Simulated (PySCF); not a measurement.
## Rh²⁺ (rhodium, charge +2): UHF calculation

Configuration: [Kr] 4d7, high-spin 4F determinant. Computed with PySCF 2.14 in aug-cc-pVTZ-PP with one added diffuse shell each of s, p, d, f, g type with ECP28MDF (7s7p6d4f3g, 113 functions), with scalar relativity through the core potential.

```
Total energy             : -108.566364 hartree
One-electron energy      : -181.0201 hartree
Hartree (Coulomb) energy : 82.6960 hartree
Exchange energy          : -10.2423 hartree
⟨S²⟩                     : 3.7550
⟨L²⟩                     : 12.058
Sum of ⟨r⟩               : 18.69 bohr
Sum of ⟨r²⟩              : 27.32 bohr²
```

```csv
shell,electrons,mean orbital energy (eV),spread (eV),"rms radius, mean of both spins (bohr)"
4s α,1,-125.12,0,1.06
4s β,1,-119.39,0,1.06
4p α,3,-88.373,0,1.16
4p β,3,-81.209,0,1.16
4d α,5,-33.516,1.231,1.56
4d β,2,-30.919,0,1.56
```

Energies and moments cover only the electrons outside the core potential.
